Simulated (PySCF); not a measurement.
A geometry optimisation on `[SiH3][O][GeH2][SH]`.

Computed with PBE0-D3(BJ)/def2-SVP geometry optimisation, gas phase (PySCF 2.14.0). Start geometry: GFN2-xTB. The input is one job of a driver script: a line of settings, then coordinates in Å.

Input:
```
{"job": {"xc": "PBE0", "basis": "def2-SVP", "d3": "d3bj", "grid": 1, "kind": "geom"}, "charge": 0, "multiplicity": 1}
Si    -1.585558     0.734225    -0.325827
O     -0.325035     0.239592     0.581767
Ge     1.001340    -0.861796     0.784225
S      2.292870    -0.725143    -0.987310
H     -2.593315    -0.324973    -0.343906
H     -2.005950     1.937095     0.383561
H     -1.112237     1.013131    -1.684474
H      1.636472    -0.348645     2.052944
H      0.452738    -2.260526     0.925493
H      2.247559     0.601693    -1.007653
```

Output:
```
step   0  E = -2842.44494512  max force = 0.014640
step   1  E = -2842.45082090  max force = 0.005699
step   2  E = -2842.45126600  max force = 0.002203
step   3  E = -2842.45163455  max force = 0.004047
step   4  E = -2842.45202552  max force = 0.005410
step   5  E = -2842.45221658  max force = 0.003473
step   6  E = -2842.45230103  max force = 0.000397
step   7  E = -2842.45232071  max force = 0.000537
step   8  E = -2842.45236945  max force = 0.001732
step   9  E = -2842.45246636  max force = 0.003858
step  10  E = -2842.45236280  max force = 0.006667
step  11  E = -2842.45267042  max force = 0.003654
step  12  E = -2842.45277935  max force = 0.001892
step  13  E = -2842.45286272  max force = 0.000459
step  14  E = -2842.45286715  max force = 0.000474
step  15  E = -2842.45286860  max force = 0.000663
step  16  E = -2842.45287350  max force = 0.000678
step  17  E = -2842.45288244  max force = 0.000457
step  18  E = -2842.45288399  max force = 0.000287
optimisation converged
```

Energies in Eh; «max force» is the largest Cartesian gradient component in Eh/bohr.

Problem. At which steps does the energy rise by more than 1e-5 Eh?

Solution. At step 10 (+0.10 mEh).

Problem. Give the first gradient maximum in eV/Å.

Solution. With 1 Eh/bohr = 51.422 eV/Å, 0.753 eV/Å.

Main results: final energy -2842.45288 Eh after 18 steps; dipole 1.02 D.

Problem. Give the final coordinates.

Solution. 0.528 Å rms from the input after alignment:
```
atom  x, y, z in Å
Si1   -1.5376    0.7100   -0.2841
O2    -0.4398    0.2909    0.8947
Ge3    0.9845   -0.7673    0.8791
S4     1.8248   -0.8362   -1.1761
H5    -2.0328   -0.4949   -1.0189
H6    -2.6836    1.3778    0.3958
H7    -0.9354    1.6577   -1.2708
H8     1.9711   -0.1569    1.8810
H9     0.5563   -2.2040    1.2076
H10    2.3010    0.4274   -1.1304
```

Hardware: an Arm Neoverse V1 with one thread, shared host. Cost: 95 s wall.
Labels such as C1 count atoms from 1, the log's own numbers from 0.
